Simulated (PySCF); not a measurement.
Record of a relaxation.

Compound: C5H6F2.
Numbering: `[CH3:1][C:2]1=[C:3]([F:4])[C@@:5]1([CH3:6])[F:7]` (hydrogens: H8, H9, H10 on C1; H11, H12, H13 on C6)

Method: PBE0-D3(BJ)/def2-SVP geometry optimisation, gas phase in PySCF 2.14.0; density fitting, grid level 1; the optimiser is geomeTRIC in internal coordinates, started from a GFN2-xTB structure with every atom displaced at random (about 0.01 Å). The frame can shift and turn from step to step; on so coarse a grid that alone can change the energy by a few meV, and forces under 0.02 eV/Å are noise.

Step 0: E = -10694.8604 eV, largest atomic force 1.699 eV/Å
```
atom  x, y, z in Å  |  force x, y, z in eV/Å
C1     -2.008    0.082   -0.209   -0.693   1.371  -0.244
C2     -0.623    0.495   -0.129    0.476   0.096  -0.028
C3      0.359    1.301   -0.397    1.660   0.308   0.193
F4      0.863    2.393   -0.995   -0.836  -1.099   0.529
C5      0.722    0.156    0.465   -0.310   1.469  -0.040
C6      1.584   -1.004    0.085   -1.190  -0.240   0.555
F7      0.882    0.432    1.838   -0.101  -0.294  -0.726
H8     -2.450    0.103    0.779   -0.269  -0.152   0.603
H9     -2.581    0.808   -0.823    0.135  -0.351   0.079
H10    -2.112   -0.900   -0.616   -0.147  -1.086  -0.435
H11     1.291   -1.889    0.671    0.099  -0.013  -0.052
H12     1.476   -1.216   -0.966   -0.085  -0.214  -0.733
H13     2.604   -0.777    0.286    1.261   0.205   0.297
```

Step 1: E = -10694.9042 eV, largest atomic force 1.647 eV/Å
```
atom  x, y, z in Å  |  force x, y, z in eV/Å
C1     -2.026   -0.100   -0.038    0.060  -0.204  -0.017
C2     -0.645    0.415   -0.083    0.508   0.260   0.143
C3      0.232    1.265   -0.542   -1.569  -0.492  -0.101
F4      0.290    2.249   -1.390    0.805   0.663  -0.292
C5      0.790    0.321    0.398    0.024  -0.403   0.031
C6      1.696   -0.835    0.075    0.293   0.076  -0.040
F7      1.065    0.754    1.678    0.020   0.060   0.104
H8     -2.434   -0.067    0.983    0.043  -0.034   0.042
H9     -2.669    0.511   -0.683   -0.072   0.049  -0.036
H10    -2.088   -1.145   -0.394    0.062   0.089   0.106
H11     1.498   -1.681    0.748   -0.035  -0.005   0.026
H12     1.549   -1.159   -0.966    0.011  -0.028   0.068
H13     2.755   -0.547    0.210   -0.151  -0.030  -0.033
```

Step 2: E = -10694.9849 eV, largest atomic force 0.550 eV/Å
```
atom  x, y, z in Å  |  force x, y, z in eV/Å
C1     -2.014   -0.113   -0.028   -0.036  -0.001  -0.065
C2     -0.654    0.444   -0.115    0.089   0.059   0.118
C3      0.226    1.291   -0.569   -0.508  -0.175  -0.114
F4      0.388    2.297   -1.397    0.350   0.014   0.156
C5      0.765    0.325    0.379    0.083   0.057  -0.245
C6      1.675   -0.836    0.071    0.057   0.054   0.002
F7      1.026    0.752    1.667   -0.028   0.043   0.068
H8     -2.383   -0.089    1.009    0.033  -0.007   0.017
H9     -2.705    0.468   -0.656   -0.021  -0.025   0.021
H10    -2.042   -1.162   -0.366    0.037   0.007   0.034
H11     1.455   -1.678    0.744   -0.006  -0.005   0.008
H12     1.547   -1.164   -0.969   -0.011  -0.027   0.008
H13     2.728   -0.553    0.226   -0.040   0.008  -0.010
```

Step 3: E = -10695.0084 eV, largest atomic force 0.312 eV/Å
```
atom  x, y, z in Å  |  force x, y, z in eV/Å
C1     -2.012   -0.122   -0.024   -0.011   0.036  -0.011
C2     -0.663    0.458   -0.136   -0.132  -0.017   0.009
C3      0.225    1.299   -0.582    0.018  -0.051  -0.101
F4      0.479    2.317   -1.372    0.021  -0.091   0.136
C5      0.749    0.328    0.363    0.039   0.222  -0.217
C6      1.659   -0.833    0.063   -0.028   0.013   0.099
F7      0.991    0.771    1.652    0.048  -0.086   0.090
H8     -2.348   -0.101    1.024   -0.001   0.002   0.003
H9     -2.738    0.431   -0.636    0.009  -0.011   0.007
H10    -2.010   -1.175   -0.346    0.002  -0.022  -0.003
H11     1.435   -1.671    0.742    0.022  -0.003  -0.003
H12     1.537   -1.173   -0.974   -0.019   0.003  -0.002
H13     2.708   -0.547    0.222    0.032   0.005  -0.007
```

Step 4: E = -10695.0001 eV, largest atomic force 0.378 eV/Å
```
atom  x, y, z in Å  |  force x, y, z in eV/Å
C1     -2.019   -0.120   -0.023    0.014   0.013  -0.002
C2     -0.674    0.465   -0.148   -0.092  -0.070   0.025
C3      0.218    1.299   -0.598    0.268   0.121   0.139
F4      0.508    2.318   -1.370   -0.103  -0.023   0.030
C5      0.742    0.335    0.347    0.122  -0.274   0.062
C6      1.661   -0.822    0.064   -0.079  -0.105  -0.207
F7      0.994    0.714    1.657   -0.170   0.337   0.009
H8     -2.343   -0.091    1.029   -0.005   0.005  -0.005
H9     -2.758    0.418   -0.633    0.010   0.003  -0.006
H10    -2.009   -1.178   -0.331   -0.010  -0.014  -0.008
H11     1.439   -1.657    0.747    0.006   0.026   0.000
H12     1.546   -1.171   -0.971    0.025  -0.036  -0.028
H13     2.708   -0.527    0.226    0.015   0.019  -0.009
```

Step 5: E = -10695.0098 eV, largest atomic force 0.160 eV/Å
```
atom  x, y, z in Å  |  force x, y, z in eV/Å
C1     -2.018   -0.121   -0.024    0.004   0.015  -0.004
C2     -0.670    0.460   -0.141   -0.083  -0.046   0.053
C3      0.220    1.298   -0.588    0.139   0.017   0.014
F4      0.493    2.315   -1.370   -0.035  -0.019   0.055
C5      0.746    0.331    0.355    0.093  -0.028  -0.041
C6      1.661   -0.827    0.065   -0.048  -0.053  -0.077
F7      1.001    0.745    1.653   -0.097   0.124   0.031
H8     -2.349   -0.098    1.025   -0.002   0.002  -0.003
H9     -2.749    0.427   -0.635    0.005  -0.001  -0.003
H10    -2.014   -1.175   -0.342   -0.003  -0.011  -0.001
H11     1.440   -1.664    0.745    0.009   0.013   0.001
H12     1.542   -1.171   -0.971    0.006  -0.024  -0.014
H13     2.709   -0.536    0.225    0.010   0.014  -0.010
```

Step 6: E = -10695.0122 eV, largest atomic force 0.045 eV/Å
```
atom  x, y, z in Å  |  force x, y, z in eV/Å
C1     -2.019   -0.123   -0.025    0.009  -0.002   0.007
C2     -0.670    0.456   -0.138   -0.015   0.006   0.000
C3      0.221    1.296   -0.583    0.031  -0.024  -0.022
F4      0.493    2.317   -1.358   -0.018   0.017   0.018
C5      0.748    0.330    0.357    0.016   0.004  -0.009
C6      1.663   -0.829    0.062   -0.010  -0.002   0.008
F7      0.994    0.761    1.653   -0.014  -0.008   0.009
H8     -2.353   -0.099    1.023   -0.004   0.001  -0.003
H9     -2.746    0.427   -0.638    0.002   0.001  -0.004
H10    -2.016   -1.178   -0.343   -0.003  -0.001   0.001
H11     1.449   -1.664    0.747    0.006   0.007   0.005
H12     1.536   -1.177   -0.972   -0.005  -0.003   0.000
H13     2.712   -0.535    0.213    0.004   0.003  -0.012
```

Step 7: E = -10695.0126 eV, largest atomic force 0.026 eV/Å
```
atom  x, y, z in Å  |  force x, y, z in eV/Å
C1     -2.018   -0.125   -0.026    0.002  -0.001   0.003
C2     -0.669    0.455   -0.138    0.004   0.009  -0.013
C3      0.221    1.296   -0.581    0.007  -0.017  -0.018
F4      0.488    2.322   -1.351   -0.009   0.016   0.014
C5      0.749    0.330    0.356   -0.009  -0.003   0.006
C6      1.664   -0.828    0.061    0.003   0.007   0.009
F7      0.992    0.759    1.654    0.002  -0.016   0.003
H8     -2.355   -0.099    1.022   -0.002   0.002  -0.001
H9     -2.744    0.425   -0.641    0.000  -0.001  -0.002
H10    -2.016   -1.180   -0.343    0.001   0.000   0.002
H11     1.454   -1.661    0.749    0.005   0.005   0.005
H12     1.533   -1.179   -0.971   -0.006  -0.001   0.002
H13     2.714   -0.533    0.205    0.002   0.001  -0.010
```

Task: Summarise the path.

Result: The energy falls by 3.51 kcal/mol from step 0 to step 7; nine tenths of that is first reached at step 3. It rises by more than 0.2 meV at step 4. The largest force goes from 1.699 to 0.026 eV/Å. Among the bonds C6–H13 changes most, from 1.065 to 1.100 Å; the atoms move by 0.053 Å rms after alignment.

The cost below is that of the whole optimisation. The run took 74 s of wall time on one thread of an Arm Neoverse N1, on a shared host, and the process peaked at 0.50 GiB of memory.
